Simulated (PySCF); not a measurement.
**Potassium: a sound run and one with changed settings**

Sound run: K⁺ [Ar], K²⁺ [Ne] 3s2 3p5. Computed with PySCF 2.14 in aug-cc-pVDZ-X2C, with scalar relativity by spin-free X2C-1e. The sound run starts from symmetry-adapted Hartree-Fock orbitals and uses a fine grid where one is needed.

Changed run: 26 angular points. This setting is unsound on purpose.

```json
{"species": "K⁺", "method": "UHF", "sound run (hartree)": "-601.30931", "changed run (hartree)": "-601.30931", "converged": "yes"}
{"species": "K⁺", "method": "MN15", "sound run (hartree)": "-602.21324", "changed run (hartree)": "-602.21324", "converged": "yes"}
{"species": "K⁺", "method": "r2SCAN", "sound run (hartree)": "-602.02767", "changed run (hartree)": "-602.02767", "converged": "yes"}
{"species": "K²⁺", "method": "UHF", "sound run (hartree)": "-600.15061", "changed run (hartree)": "-600.15061", "converged": "yes"}
{"species": "K²⁺", "method": "MN15", "sound run (hartree)": "-600.99732", "changed run (hartree)": "-600.99579", "converged": "yes"}
{"species": "K²⁺", "method": "r2SCAN", "sound run (hartree)": "-600.82143", "changed run (hartree)": "-600.82288", "converged": "yes"}
```

Ionisation energy of K⁺:

| method | sound run (eV) | changed run (eV) |
| --- | --- | --- |
| UHF | 31.530 | 31.530 |
| MN15 | 33.087 | 33.129 |
| r2SCAN | 32.823 | 32.784 |

A coarse angular grid integrates products of high-l functions wrongly, so density functionals can shift, and the SCF can exploit the error; Hartree-Fock and MP2 need no grid.

For comparison, NIST gives 31.625 eV between the lowest levels.
